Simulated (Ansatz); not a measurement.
Ru2Pt2, relaxed as a singlet with RKS r2SCAN-D4/def2-SVP in Ansatz, starting from the GFN2-xTB geometry. Force threshold 0.02 eV/Å.

In the def2 sets Pt, Ru take a core potential; there is no spin–orbit coupling. The restricted singlet is unstable towards broken spin symmetry at other levels; at r2SCAN-D4/def2-SVP this wasn't settled. At r2SCAN-D4/def2-SVP a quintet of charge 0 lies 1.04 eV below the restricted singlet, each at its own geometry. The structure comes from a short search, and lower isomers may exist.

Start:

```xyz
4

Pt    0.2015    1.1509    1.7592
Pt   -0.3662   -1.0854   -1.7740
Ru    1.2460   -0.5412    0.1431
Ru   -1.0813    0.4756   -0.1283
```

| step | energy (eV) | largest force component (eV/Å) | SCF passes |
| --- | --- | --- | --- |
| 1 | -11660.8530 | 3.069 | 198 |
| 2 | -11661.3460 | 1.898 | 61 |
| 3 | -11661.4661 | 0.136 | 48 |
| 4 | -11661.4831 | 0.245 | 51 |
| 5 | -11661.8249 | 1.091 | 51 |
| 6 | -11662.1449 | 0.838 | 38 |
| 7 (rejected) | -11661.7998 | 3.361 | 40 |
| 8 | -11662.2566 | 0.222 | 35 |
| 9 | -11662.2885 | 0.271 | 34 |
| 10 | -11662.2950 | 0.079 | 33 |
| 11 | -11662.2952 | 0.006 | 31 |

Force components are those of the run's own axes.

End:

```xyz
4

Pt    0.0463    0.5917    1.8660
Pt   -0.4593   -1.4029   -1.2865
Ru    1.2372   -0.0385   -0.1741
Ru   -0.8242    0.8497   -0.4054
```

By distances, no bond broke or formed. The bond that changes most is Ru3–Ru4, from 2.55 to 2.26 Å (atoms count from 1).

No frequencies were taken in this run, so the end may be a saddle point.

It took 2 min on 2 threads of Arm Neoverse V1 on a shared host.
